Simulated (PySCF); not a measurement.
# Ionisation energy of Cu by level of theory

Cu [Ar] 3d10 4s1 (2S) → Cu⁺ [Ar] 3d10 (1S), as a difference of total energies. Computed with PySCF 2.14 in aug-cc-pVTZ-DK, with scalar relativity by spin-free X2C-1e. Correlated levels: valence: [Ar] frozen. The calculations carry no spin-orbit coupling.

```csv
method,ionisation energy (eV)
UHF,6.583
MP2 (valence),7.654
SCS-MP2 (valence),7.484
CCSD (valence),7.506
CCSD(T) (valence),7.665
```

Problem. How much does correlation contribute at CCSD(T) (valence)?

Solution. 7.665 − (6.583) = 1.082 eV, measured against UHF.

Errors of the correlated levels include the incompleteness of this basis and the frozen core.

For comparison: 7.726 eV (measured; NIST Atomic Spectra Database, ionization energies).
